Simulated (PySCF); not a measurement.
Cost against size for one kind of job: GIAO PBE0/pcSseg-1 NMR shielding, non-relativistic, gas phase in PySCF 2.14.0, density-fitted response routines; work: shieldings, charges and field gradients. Hardware: one thread, x86-64 server, shared host. Times come from a shared host and carry two figures at best.

```csv
species (SMILES),atoms,electrons,basis functions,SCF cycles,wall time
C[AsH2],7,44,83,11,?
[H][Si]([H])([H])SC,9,42,95,12,6.7 s
[SiH3]Oc1ccoc1,13,60,156,14,15 s
C=[CH][GeH2][O][SiH2]C,16,82,183,12,28 s
C[S@@+](CF)[AlH2-][CH2]Cl,16,82,185,12,?
C=CC(=O)OCCC,18,62,186,14,?
CC(C)=C(C)C(=O)O,18,62,186,14,29 s
C/C=C\COC(C)=O,18,62,186,14,32 s
C=C/C(=C\CO[SiH3])CC,23,78,230,14,86 s
```

Estimate the withheld figures.

`C[AsH2]`: 3.3 s; `C[S@@+](CF)[AlH2-][CH2]Cl`: 28 s; `C=CC(=O)OCCC`: 25 s.

With all rows, how does the wall time grow with the number of basis functions N?

A straight line through log(time) against log(N) has slope 2.7 between N = 83 and 230, and the rows scatter about it by a factor of about 1.3 (standard error of the fit). This is a fit to these rows, whose iteration counts differ, not the method's formal scaling.

Which species took longest, and how many times the shortest run?

`C=C/C(=C\CO[SiH3])CC`, at 86 s: about 26 times the shortest (3.3 s).
